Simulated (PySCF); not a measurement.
**Co: ionisation energy**

Co [Ar] 3d7 4s2 (4F) → Co+ [Ar] 3d8 (3F), as a difference of total energies. Calculation: PySCF 2.14, in aug-cc-pwCVQZ (11s10p8d5f4g3h, 185 functions); no relativity, point nucleus. Correlated levels: valence: [Ar] frozen; valence and next inner shell: [Ne] frozen; nothing frozen. The calculations carry no spin-orbit coupling.

```json
{"method": "UHF", "ionisation energy (eV)": "7.851"}
{"method": "LDA", "ionisation energy (eV)": "7.372"}
{"method": "PBE", "ionisation energy (eV)": "7.271"}
{"method": "PBE0", "ionisation energy (eV)": "7.372"}
{"method": "r2SCAN", "ionisation energy (eV)": "7.385"}
{"method": "MP2 (valence)", "ionisation energy (eV)": "6.888"}
{"method": "SCS-MP2 (valence)", "ionisation energy (eV)": "6.892"}
{"method": "MP2 (valence and next inner shell)", "ionisation energy (eV)": "6.502"}
{"method": "SCS-MP2 (valence and next inner shell)", "ionisation energy (eV)": "6.630"}
{"method": "MP2 (all electrons)", "ionisation energy (eV)": "6.483"}
{"method": "SCS-MP2 (all electrons)", "ionisation energy (eV)": "6.622"}
```

Question: How much does correlation contribute at MP2 (all electrons)?

Answer: 6.483 − (7.851) = -1.368 eV, measured against UHF.

A first-order spin-orbit estimate (lowest level to lowest level, LS coupling) adds 0.009 eV.

These non-relativistic numbers lack the scalar-relativistic shift.

MP2 underrates the near-degeneracy of ns² with np² in the lower species.

For comparison: 7.881 eV (measured; NIST Atomic Spectra Database, ionization energies).
